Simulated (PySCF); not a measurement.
# Working out the ionisation energy of As²⁺

As²⁺ [Ar] 3d10 4s2 4p1 (2P) → As³⁺ [Ar] 3d10 4s2 (1S). All numbers are calculated (PySCF 2.14, no relativity, point nucleus, in def2-TZVPPD). Frozen: [Ne]. Energies in hartree (1 hartree = 27.21139 eV):

```json
{"part": "UHF", "As²⁺ (lower)": "-2233.186931", "As³⁺ (upper)": "-2232.179179"}
{"part": "MP2 opposite-spin", "As²⁺ (lower)": "-0.181070", "As³⁺ (upper)": "-0.172377"}
{"part": "MP2 same-spin", "As²⁺ (lower)": "-0.080180", "As³⁺ (upper)": "-0.074706"}
```

What does Hartree-Fock give?

(-2232.179179) − (-2233.186931) = 1.007752 hartree = 27.422 eV.

What do MP2 and SCS-MP2 (6/5 opposite-spin, 1/3 same-spin) give?

The opposite-spin parts differ by 0.237 eV and the same-spin parts by 0.149 eV. MP2: 27.422 + (0.237) + (0.149) = 27.808 eV. SCS-MP2: 27.422 + 1.2 × (0.237) + (0.149)/3 = 27.756 eV.

A first-order spin-orbit estimate adds 0.208 eV to MP2 (valence and next inner shell), giving 28.016 eV against 28.349 ± 0.012 eV (measured; NIST Atomic Spectra Database, ionization energies).

The calculation is non-relativistic.

What remains against the reference includes basis incompleteness, the frozen core and correlation beyond second order.
